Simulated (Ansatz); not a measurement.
`[SiH3][SiH]1C[SiH2]O1` + `[NH2][AlH][Cl]` → `[SiH3][NH][AlH][Cl]` + `C1[SiH2]O[SiH2]1` at 500 K and 1 bar (cleavage of the Si–Si bond).

Program: Ansatz. Geometries: PBE0-D4/def2-TZVP. ΔE: electronic, gas phase. CCSD(T)/CBS adds triple-zeta CCSD(T) − MP2 to the extrapolated MP2 energy (def2 sets, frozen cores). One conformer a species, not always the lowest.

| species | CCSD(T)/CBS energy (Eh) | H − E (kJ/mol) | S (J/(mol·K)) |
| --- | --- | --- | --- |
| `[SiH3][SiH]1C[SiH2]O1` | -985.34951 | 273.0 | 450.6 |
| `[NH2][AlH][Cl]` | -758.40905 | 121.8 | 336.7 |
| `[SiH3][NH][AlH][Cl]` | -1048.70845 | 176.4 | 414.5 |
| `C1[SiH2]O[SiH2]1` | -695.07077 | 212.5 | 357.2 |

H − E and S are ideal-gas, rigid-rotor, harmonic terms from PBE0-D4/def2-TZVP, for one conformer and one mirror image of each species. 1 Eh = 2625.50 kJ/mol, R = 8.31446 J/(mol·K).

Question: By hand: ΔE, ΔH, ΔS and ΔG.

Answer: ΔE = (-1048.70845) + (-695.07077) − (-985.34951) − (-758.40905) = -0.02066 Eh = -54.2 kJ/mol. Δ(H − E) = 176.4 + 212.5 − 273.0 − 121.8 = -5.9, so ΔH = -60.1 kJ/mol. ΔS = 414.5 + 357.2 − 450.6 − 336.7 = -15.6 J/(mol·K). ΔG = -60.1 − 500 × (-15.6)/1000 = -52.3 kJ/mol.

Question: By hand: the equilibrium constant, and the temperature at which ΔG would vanish if ΔH and ΔS stayed fixed.

Answer: log₁₀ K = −ΔG/(RT ln 10) = 5.5. ΔG = 0 at ΔH/ΔS = 3853 K, far beyond where these terms or the molecules hold.

ΔH outweighs TΔS. A doubt of 5 kJ/mol in ΔE shifts log₁₀ K by 0.5 here. Other conformers and mirror images would add mixing entropy, several J/(mol·K) or more a flexible species. Modes under 60 cm⁻¹, often nearly free rotors, make the harmonic entropy too high. These are equilibria of isolated gas molecules and say nothing of rates. Largest T1 diagnostic: 0.013 (customary marks: 0.02 for closed shells, 0.045 for open ones).
